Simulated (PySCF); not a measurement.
C₇H₇NO.
InChI=1S/C7H7NO/c1-6(9)7-3-2-4-8-5-7/h2-5H,1H3

A linear-response calculation (PySCF, def2-SVPD basis, gas phase, vertical, core orbitals frozen in the response) gave these numbers; the functional is withheld.

Orbital energies (eV): HOMO-3 -9.90, HOMO-2 -9.42, HOMO-1 -9.24, HOMO -9.00, LUMO -0.94, LUMO+1 0.02, LUMO+2 1.18.

| state | E (eV) | f | main configurations (H = HOMO, L = LUMO) |
| --- | --- | --- | --- |
| S1 | 3.97 | 0.0000 | H→L (70%), H-2→L (18%) |
| S2 | 4.76 | 0.0009 | H-2→L (69%), H→L (22%) |
| S3 | 5.13 | 0.0032 | H→L+1 (63%), H-2→L+1 (34%) |
| S4 | 5.31 | 0.094 | H-1→L (54%), H-1→L+1 (20%), H-3→L (17%) |
| S5 | 5.69 | 0.167 | H-3→L (42%), H-1→L (36%), H-1→L+1 (18%) |
| S6 | 6.38 | 0.0002 | H-2→L+1 (62%), H→L+1 (33%) |

Triplets, Tamm–Dancoff:

```json
{"state": "T1", "E (eV)": "3.49", "λ (nm)": "355.3", "main configurations (H = HOMO, L = LUMO)": "H→L (61%), H-2→L (23%)"}
{"state": "T2", "E (eV)": "3.83", "λ (nm)": "324.1", "main configurations (H = HOMO, L = LUMO)": "H-1→L (74%), H-3→L (9%)"}
{"state": "T3", "E (eV)": "4.31", "λ (nm)": "287.9", "main configurations (H = HOMO, L = LUMO)": "H-2→L (30%), H→L+1 (26%), H-2→L+1 (17%)"}
{"state": "T4", "E (eV)": "4.61", "λ (nm)": "268.7", "main configurations (H = HOMO, L = LUMO)": "H-3→L+1 (29%), H-1→L+1 (25%), H-3→L (24%)"}
```

Vertical ionisation energy by ΔSCF with the same functional: 9.78 eV. Mean static polarisability: 89.4 au.

Question: Which of these was used?
A. PBE
B. HF
C. CAM-B3LYP
D. B3LYP

Answer: C. CAM-B3LYP is range-separated, 19% exact exchange at short range and 65% at long range (ω = 0.33 bohr⁻¹). In this run −ε(HOMO) = 9.00 eV differs from the ΔSCF value by -0.79 eV, and S1 differs from the orbital gap of 8.06 eV by -4.09 eV. The ratio −ε(HOMO)/IP is 0.92. Small neutral molecules mostly give 0.85 to 0.93 with CAM-B3LYP, 0.5 to 0.7 with PBE, 0.67 to 0.83 with B3LYP; Hartree–Fock can't fall below 1, since the ion's relaxation only lowers the ΔSCF value.

Computed, not measured: TDDFT CAM-B3LYP/def2-SVPD, vertical, gas phase, core orbitals frozen in the response in PySCF 2.14.0, density-fitted response routines. Isolated species at its PBE0-D3(BJ)/def2-SVP geometry (one conformer only).

On one thread of an x86-64 server, no GPU, on a shared host, this took 4.1 min.

The values belong to the conformer `[CH3:1][C:2](=[O:3])[c:4]1[cH:5][cH:6][cH:7][n:8][cH:9]1`: C1–C2–C4–C5 -179°.
